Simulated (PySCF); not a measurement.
Record of a relaxation.

Species: C₄H₈Si.
Atom-mapped SMILES: `[CH2:1]=[CH:2][C@H:3]1[CH2:4][SiH2:5]1` (hydrogens: H6, H7 on C1; H8 on C2; H9 on C3; H10, H11 on C4; H12, H13 on Si5)

Computed by this run: PySCF, PBE0-D3(BJ)/def2-SVP geometry optimisation, gas phase; density fitting, grid level 1; the optimiser is geomeTRIC in internal coordinates, started from a GFN2-xTB structure with every atom displaced at random (about 0.01 Å). 6 of its 9 geometries are shown. The frame can shift and turn from step to step; on so coarse a grid that alone can change the energy by a few meV, and forces under 0.02 eV/Å are noise.

Step 0: E = -12140.2651 eV, largest atomic force 2.244 eV/Å
```
atom  x, y, z in Å  |  force x, y, z in eV/Å
C1      1.860    0.052   -0.630   -1.523   0.352   0.106
C2      1.211    0.268    0.519    0.351  -0.281   0.040
C3     -0.249    0.322    0.725    0.592   0.056   0.738
C4     -1.147    0.658   -0.430   -1.781  -0.220   1.348
Si5    -1.344   -1.125    0.141   -0.034   1.406   0.388
H6      2.909    0.049   -0.698    1.604  -0.083   0.035
H7      1.318   -0.052   -1.562   -0.182  -0.121  -0.413
H8      1.826    0.389    1.417   -0.067  -0.035   0.146
H9     -0.500    0.796    1.695   -0.133  -0.234  -0.364
H10    -1.956    1.371   -0.178    0.171  -0.341  -0.142
H11    -0.713    0.887   -1.359    0.878   0.295  -1.556
H12    -0.695   -2.165   -0.613    0.387  -0.652  -0.413
H13    -2.512   -1.466    0.963   -0.263  -0.143   0.086
```

Step 2: E = -12140.4405 eV, largest atomic force 0.106 eV/Å
```
atom  x, y, z in Å  |  force x, y, z in eV/Å
C1      1.837    0.235   -0.700    0.103   0.020  -0.017
C2      1.221    0.318    0.486   -0.051  -0.010  -0.064
C3     -0.237    0.356    0.720   -0.028   0.078   0.057
C4     -1.212    0.537   -0.449    0.015   0.048  -0.073
Si5    -1.277   -1.162    0.294    0.007  -0.029  -0.041
H6      2.927    0.182   -0.765   -0.028   0.014   0.019
H7      1.291    0.211   -1.648   -0.011  -0.004   0.018
H8      1.833    0.345    1.395    0.003  -0.066  -0.008
H9     -0.522    0.872    1.645   -0.011   0.003  -0.009
H10    -2.051    1.216   -0.260    0.002  -0.021   0.023
H11    -0.770    0.700   -1.440   -0.018  -0.051   0.058
H12    -0.581   -2.274   -0.398    0.007   0.004   0.011
H13    -2.451   -1.546    1.119    0.010   0.017   0.026
```

Step 3: E = -12140.4406 eV, largest atomic force 0.400 eV/Å
```
atom  x, y, z in Å  |  force x, y, z in eV/Å
C1      1.867    0.254   -0.708   -0.392   0.057   0.055
C2      1.211    0.310    0.461    0.190  -0.059   0.097
C3     -0.243    0.360    0.709    0.076   0.065  -0.130
C4     -1.228    0.531   -0.454   -0.139   0.066   0.204
Si5    -1.286   -1.159    0.303   -0.045  -0.079   0.046
H6      2.952    0.176   -0.735    0.149   0.013   0.008
H7      1.351    0.283   -1.671   -0.005  -0.014  -0.017
H8      1.814    0.283    1.377    0.011  -0.040   0.026
H9     -0.518    0.878    1.638    0.007  -0.005  -0.065
H10    -2.064    1.212   -0.256    0.014  -0.035  -0.039
H11    -0.803    0.671   -1.447    0.100   0.029  -0.175
H12    -0.602   -2.282   -0.379    0.015  -0.009  -0.008
H13    -2.442   -1.527    1.162    0.020   0.012  -0.002
```

Step 5: E = -12140.4488 eV, largest atomic force 0.064 eV/Å
```
atom  x, y, z in Å  |  force x, y, z in eV/Å
C1      1.846    0.276   -0.706   -0.033   0.033  -0.001
C2      1.218    0.294    0.476    0.038  -0.021  -0.027
C3     -0.238    0.361    0.708   -0.004   0.003  -0.022
C4     -1.211    0.524   -0.465    0.005  -0.006   0.063
Si5    -1.285   -1.160    0.313    0.003  -0.021   0.032
H6      2.932    0.191   -0.769    0.014  -0.003   0.024
H7      1.304    0.348   -1.654    0.009  -0.003  -0.013
H8      1.824    0.221    1.388   -0.011  -0.017   0.000
H9     -0.520    0.888    1.627   -0.009   0.019  -0.004
H10    -2.049    1.207   -0.288   -0.003   0.005  -0.019
H11    -0.772    0.646   -1.459   -0.003   0.011  -0.022
H12    -0.596   -2.295   -0.345   -0.003   0.000  -0.006
H13    -2.446   -1.508    1.173   -0.001   0.000  -0.004
```

Step 6: E = -12140.4502 eV, largest atomic force 0.081 eV/Å
```
atom  x, y, z in Å  |  force x, y, z in eV/Å
C1      1.850    0.302   -0.711    0.080   0.004   0.012
C2      1.219    0.278    0.468   -0.027   0.012  -0.010
C3     -0.236    0.360    0.700   -0.025  -0.027  -0.015
C4     -1.212    0.515   -0.470    0.045  -0.033  -0.017
Si5    -1.292   -1.162    0.330    0.023   0.024   0.021
H6      2.938    0.198   -0.763   -0.037   0.008  -0.016
H7      1.320    0.426   -1.660    0.002  -0.007   0.004
H8      1.819    0.156    1.379   -0.002  -0.010  -0.006
H9     -0.514    0.898    1.614   -0.004   0.013   0.010
H10    -2.048    1.202   -0.302   -0.002   0.017  -0.011
H11    -0.776    0.617   -1.470   -0.036   0.002   0.041
H12    -0.612   -2.310   -0.317   -0.010   0.003  -0.007
H13    -2.448   -1.489    1.203   -0.008  -0.006  -0.006
```

Step 8: E = -12140.4508 eV, largest atomic force 0.023 eV/Å
```
atom  x, y, z in Å  |  force x, y, z in eV/Å
C1      1.858    0.315   -0.711   -0.002  -0.001  -0.007
C2      1.221    0.273    0.465    0.003   0.009   0.012
C3     -0.235    0.356    0.696    0.008  -0.018  -0.011
C4     -1.212    0.508   -0.471   -0.011  -0.001  -0.001
Si5    -1.297   -1.163    0.339    0.005   0.013   0.008
H6      2.944    0.211   -0.764   -0.001   0.000   0.004
H7      1.330    0.453   -1.659   -0.003   0.001   0.001
H8      1.817    0.134    1.374    0.001  -0.001   0.001
H9     -0.511    0.900    1.608   -0.001   0.000   0.000
H10    -2.044    1.201   -0.308    0.004   0.005  -0.002
H11    -0.781    0.602   -1.473    0.000  -0.003   0.001
H12    -0.629   -2.316   -0.311   -0.002  -0.001  -0.002
H13    -2.453   -1.482    1.215   -0.001  -0.004  -0.003
```

**Question.** Summarise the path.

**Answer.** The energy falls by 0.1857 eV from step 0 to step 8; nine tenths of that is first reached at step 2. It falls at every step. The largest force goes from 2.244 to 0.023 eV/Å. Among the bonds C4–H11 changes most, from 1.050 to 1.095 Å; the atoms move by 0.222 Å rms after alignment.

**Question.** Follow the three bonds and two angles with the largest change from start to end.

**Answer.** 
```csv
step,E above end (eV),largest force (eV/Å),C4–H11 (Å),Si5–H12 (Å),C1–H6 (Å),Si5–C3–H9 (°),C2–C3–H9 (°)
0,0.1857,2.244,1.050,1.439,1.052,117.6,111.2
1,0.0202,0.465,1.106,1.485,1.100,115.2,113.7
2,0.0102,0.106,1.097,1.483,1.093,115.2,113.8
3,0.0102,0.400,1.090,1.481,1.088,115.0,113.9
4,0.0040,0.177,1.091,1.482,1.089,114.9,113.9
5,0.0020,0.064,1.094,1.482,1.092,114.8,114.0
6,0.0005,0.081,1.096,1.482,1.093,114.6,114.1
7,0.0001,0.036,1.095,1.482,1.093,114.6,114.0
8,0.0000,0.023,1.095,1.482,1.092,114.5,114.0
```

The cost below is that of the whole optimisation. On Arm Neoverse N1, one thread, on a shared host, this took 70 s of wall time and 0.48 GiB of memory at its peak.
